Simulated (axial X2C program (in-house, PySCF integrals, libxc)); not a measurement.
# Curves of EuO from open-shell CI on f7 s0

Calculated with an axial X2C code built on PySCF integrals: two-component X2C with atomic mean-field Coulomb and Gaunt terms, basis Eu dyall-v3z, O dyall-av3z (cores contracted in-house). Orbitals come from Hartree–Fock averaged over the configuration Eu f7 s0; CI then distributes these electrons over the f, s shells of Eu.

Scan along the bond; masses Eu 152.921 u, O 15.995 u. Energies in cm⁻¹ from the lowest point; levels are followed by energy order within each Ω. Lowest level at 1.883 Å: 100% f7.

| R (Å) | (1)Ω=1/2 | (1)Ω=3/2 | (1)Ω=5/2 | (1)Ω=7/2 |
| --- | --- | --- | --- | --- |
| 1.751 | 2972 | 2976 | 2982 | 2992 |
| 1.817 | 833 | 836 | 841 | 849 |
| 1.883 | 0 | 2 | 6 | 12 |
| 1.958 | 299 | 300 | 303 | 308 |
| 2.034 | 1635 | 1636 | 1639 | 1642 |
| 2.118 | 3994 | 3995 | 3997 | 3999 |
| 2.222 | 7773 | 7774 | 7775 | 7776 |

**Question.** Fit the curves (1)Ω=1/2, (1)Ω=3/2, (1)Ω=5/2, (1)Ω=7/2 near their minima.

**Answer.** From the open-shell CI curves, Te from the lowest:

| level | Te (cm⁻¹) | Re (Å) | ωe (cm⁻¹) |
| --- | --- | --- | --- |
| (1)Ω=1/2 | 0 | 1.901 | 719.3 |
| (1)Ω=3/2 | 2 | 1.901 | 719.3 |
| (1)Ω=5/2 | 6 | 1.901 | 719.3 |
| (1)Ω=7/2 | 11 | 1.901 | 719.3 |

Without dynamic correlation distances can be off by several hundredths of an Å (long for ionic bonds, short for multiple bonds) and the wavenumbers are rough.

There is no dynamic correlation: spin–orbit spacings and, for f shells, spacings inside one term are the most reliable numbers, splittings between terms come out too wide, and energies between configurations are not reliable, so the lowest level need not be the ground state of the molecule. At most 4 roots were kept for each Ω > 0 (twice that for Ω = 0) within 2.2 eV of the lowest, so higher up levels can be missing between those listed; levels with Ω > 0 are doubly degenerate and listed once, Ω = 0 levels singly. States that fill the shells left empty in the average are placed too high.
